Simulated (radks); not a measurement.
Isoelectronic series with 20 electrons, all held in the configuration [Ar] 4s2, which need not be the ground one along the series. All-electron calculation, Dirac Kohn-Sham, LDA (Slater exchange, Perdew-Wang correlation), spin-unpolarised, spherical densities, finite nucleus; Fermi nuclear charge, rms radius of each element as measured or else 0.836 A^(1/3) + 0.57 fm. Program: a radial shooting solver on a logarithmic mesh with Libxc functionals. Total energies (hartree) and orbital eigenvalues (eV):

ion,E (hartree),4s1/2,3p3/2
Ca,-678.69488,-3.8641,-27.8525
Ti2+,-850.50658,-21.3112,-67.1276
Cr4+,-1043.05861,-47.0254,-120.1853
Fe6+,-1256.40398,-80.2716,-186.1136
Ni8+,-1490.64276,-120.8136,-264.6087
Zn10+,-1745.90069,-168.5558,-355.5321
Ge12+,-2022.32452,-223.4628,-458.8152
Se14+,-2320.07932,-285.5312,-574.4249
Kr16+,-2639.34663,-354.7777,-702.3496
Sr18+,-2980.32533,-431.2324,-842.5913
Zr20+,-3343.23131,-514.9366,-995.1615
Mo22+,-3728.29646,-605.9399,-1160.079
Ru24+,-4135.77664,-704.3004,-1337.370
Pd26+,-4565.94354,-810.0834,-1527.062
Cd28+,-5019.08808,-923.3611,-1729.190
Sn30+,-5495.52764,-1044.213,-1943.793
Te32+,-5995.59466,-1172.725,-2170.910
Xe34+,-6519.65811,-1308.993,-2410.587
Ba36+,-7068.1023,-1453.117,-2662.873
Ce38+,-7641.3464,-1605.207,-2927.818
Nd40+,-8239.8366,-1765.381,-3205.476
Sm42+,-8864.0194,-1933.763,-3495.906
Gd44+,-9514.4544,-2110.494,-3799.167
